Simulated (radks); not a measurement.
Results of a calculation; reference values are marked as such.
Mo+, 41 electrons, occupied as [Kr] 4d5. Code: a radial shooting solver on a logarithmic mesh with Libxc functionals. Model: Dirac Kohn-Sham, BLYP, spin-unpolarised, spherical densities, finite nucleus; open shells are shared between the two j in proportion to 2j + 1; Fermi nuclear charge, rms radius 4.4091 fm.

Normalised radial functions P(r) = r R(r) (large component), r in bohr:

r           4p1/2
0.001815   0.0024
0.00273    0.0044
0.004138   0.0083
0.006223   0.0160
0.009433   0.0312
0.01419    0.0592
0.0215     0.1097
0.03234    0.1872
0.04902    0.2849
0.07372    0.3456
0.1117     0.2556
0.168     -0.0697
0.2547    -0.4702
0.3831    -0.4425
0.5807     0.2426
0.8733     0.9366
1.324      0.9111
1.991      0.4184
3.018      0.0868
4.538      0.0068
6.879      0.0001

4p1/2: eigenvalue -46.911 eV, 2 radial nodes at r = 0.157, 0.515 bohr, <r> = 1.22 bohr, 90 % of the charge inside 1.81 bohr.
